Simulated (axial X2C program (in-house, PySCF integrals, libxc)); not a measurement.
Working with the constants of SbN

A bond curve at the TPSS level, 2c, was computed with an in-house relativistic program for diatomic molecules (basis Sb dyall-cv3z [11s12p8d4f1g], N dyall-av3z [7s7p3d2f] (cores contracted in-house)) for the state Ω = 0 (closed shell). Its fit gives Re = 1.8299 Å, ωe = 909.7 cm⁻¹, ωexe = 3.49 cm⁻¹ and αe = 2.195e-03 cm⁻¹; the masses are 120.9038 and 14.0031 u. Two-component means X2C with spin–orbit coupling and atomic mean-field Coulomb and Gaunt terms.

(1) Find the reduced mass, Be and the force constant.

(2) A Morse curve ties αe to the other constants (Pekeris). How well does that hold?

(3) Estimate De from a Morse curve and compare with the computed well depth of 3.762 eV to Sb + N.

(4) Where do the fundamental and the first overtone lie?

(5) Estimate the centrifugal constant by the Kratzer relation.

One determinant describes the state; a PBE0 search over occupations chose it and may have missed a lower one. Dissociation energies refer to the lowest single-determinant-based atoms at the same level and basis.

## Answers

(1) From the TPSS values: μ = 12.5496 u. Be = 16.8576/(μ Re²) = 0.4012 cm⁻¹. k = 5.8918×10⁻⁷ μ ωe² = 6.12 mdyn/Å.

(2) αe(Morse) = 6Be²/ωe × (√(ωexe/Be) − 1) = 2.069e-03 cm⁻¹; the TPSS curve gives 2.195e-03 cm⁻¹, a ratio of 0.94.

(3) De(Morse) = ωe²/(4ωexe) = 7.350 eV against 3.762 eV computed, a ratio of 1.95. The extrapolation overshoots: the well softens faster than a Morse curve, or the lowest atomic limit lies below the one to which the curve heads.

(4) ν(1←0) = ωe − 2ωexe = 902.7 cm⁻¹; ν(2←0) = 2ωe − 6ωexe = 1798.5 cm⁻¹.

(5) D = 4Be³/ωe² = 3.12e-07 cm⁻¹.
